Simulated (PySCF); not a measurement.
## Relaxation of singlet BrF3

Level of theory: PBE0/[Br def2-TZVP, F def2-TZVP], no relativity, density fitting, PySCF. A (50,194) grid was used.

A start displaced from a saddle point along its imaginary mode, of C2v symmetry, held to at least that symmetry:

Coordinates in bohr (charge 0 multiplicity 1):
```
Br   -0.1231    0.0000    0.0000
F     3.2617    0.0003    0.0000
F    -1.3755    3.3020    0.0000
F    -1.3749   -3.3022    0.0000
```

Optimiser trace:
```csv
step,E − E(last) (kJ/mol),largest gradient (Eh/bohr)
0,68.44,0.00991
1,61.19,0.00811
2,19.57,0.01483
3,7.08,0.01092
4,2.93,0.01488
5,0.88,0.00789
6,0.02,0.00096
7,0.00,0.00013
8,0.00,0.00004
```

It ends at C2v with Br–F 1.722 Å, Br–F 1.809 Å (×2); F–Br–F 85.8° (×2), F–Br–F 171.6° (after a last refinement on a finer grid). A frequency run shows a minimum. Other isomers or separated fragments may lie lower.

Final geometry:
```xyz
4
charge 0 multiplicity 1, angstrom
Br   -0.2776    0.0000    0.0000
F     1.4447    0.0001    0.0000
F    -0.1454    1.8040    0.0000
F    -0.1451   -1.8040    0.0000
```

The relaxation took 18 s on 4 threads of a shared Intel Xeon Platinum 8488C (Sapphire Rapids) host, with 141 basis functions and 10 gradients; the process peaked at 1.5 GiB.
